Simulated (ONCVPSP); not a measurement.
**Scattering properties, ONCV potential for vanadium (V)**

```
Element                 : V (Z = 23)
Generator               : ONCVPSP 4.0.1
Type                    : optimised norm-conserving Vanderbilt (ONCV)
Functional              : PBEsol
Relativity              : scalar-relativistic
Frozen core             : [Ne]
Valence charge          : 13
Reference configuration : 3s2 3p6 3d3 4s2
Partial waves           : 3s+4s: rc 1.35 bohr, ncon 3, nbas 7, qcut 7.9 1/bohr, 2 projectors; 3p: rc 1.40 bohr, ncon 4, nbas 7, qcut 8.1 1/bohr, 2 projectors, debl 3.9 Ha; 3d: rc 1.75 bohr, ncon 4, nbas 9, qcut 8.6 1/bohr, 2 projectors, debl 1.1 Ha
Local potential         : polynomial inside 1.00 bohr (lpopt 3, dvloc0 0 Ha)
Core correction         : none
```

The phase is arctan(r·R′/R) of the radial function R(r), unwrapped; energies in Ha, scanned from -4 to 5 Ha. A pole is an energy at which the radial function vanishes at the test radius. The pseudo phase is shifted by a multiple of π to meet the all-electron one at the reference energy, and phase errors are pseudo minus all-electron; the curves can meet again beyond the range given. Levels narrower than the energy grid can be missing from the lists of poles.

Problem. For each channel, where are the poles, and over which energies does the pseudopotential scatter like the atom?

Solution.

```tsv
channel	radius (bohr)	reference energy (Ha)	poles, all-electron	poles, pseudo	unbroken range about the reference energy with phases within 0.05 rad	phase error 1 Ha above the reference energy (rad)
s	1.37	-0.17	-1.49	-1.49	the whole range	-0.000
p	1.43	-1.62	-0.61	-0.61	the whole range	-0.000
d	1.78	-0.19	0.33	0.33	the whole range	+0.000
```

Phases in the p channel:

```json
{"E (Ha)": "-3.98", "all-electron": "1.057", "pseudo": "1.056"}
{"E (Ha)": "-3.50", "all-electron": "0.922", "pseudo": "0.922"}
{"E (Ha)": "-3.02", "all-electron": "0.652", "pseudo": "0.652"}
{"E (Ha)": "-2.54", "all-electron": "0.027", "pseudo": "0.027"}
{"E (Ha)": "-2.06", "all-electron": "-0.816", "pseudo": "-0.816"}
{"E (Ha)": "-1.58", "all-electron": "-1.251", "pseudo": "-1.251"}
{"E (Ha)": "-1.10", "all-electron": "-1.452", "pseudo": "-1.452"}
{"E (Ha)": "-0.62", "all-electron": "-1.569", "pseudo": "-1.569"}
{"E (Ha)": "-0.14", "all-electron": "-1.654", "pseudo": "-1.654"}
{"E (Ha)": "0.34", "all-electron": "-1.727", "pseudo": "-1.727"}
{"E (Ha)": "0.82", "all-electron": "-1.800", "pseudo": "-1.800"}
{"E (Ha)": "1.30", "all-electron": "-1.884", "pseudo": "-1.884"}
{"E (Ha)": "1.78", "all-electron": "-1.995", "pseudo": "-1.995"}
{"E (Ha)": "2.26", "all-electron": "-2.161", "pseudo": "-2.161"}
{"E (Ha)": "2.74", "all-electron": "-2.445", "pseudo": "-2.445"}
{"E (Ha)": "3.22", "all-electron": "-2.939", "pseudo": "-2.939"}
{"E (Ha)": "3.70", "all-electron": "-3.547", "pseudo": "-3.548"}
{"E (Ha)": "4.18", "all-electron": "-3.971", "pseudo": "-3.971"}
{"E (Ha)": "4.66", "all-electron": "-4.206", "pseudo": "-4.207"}
```
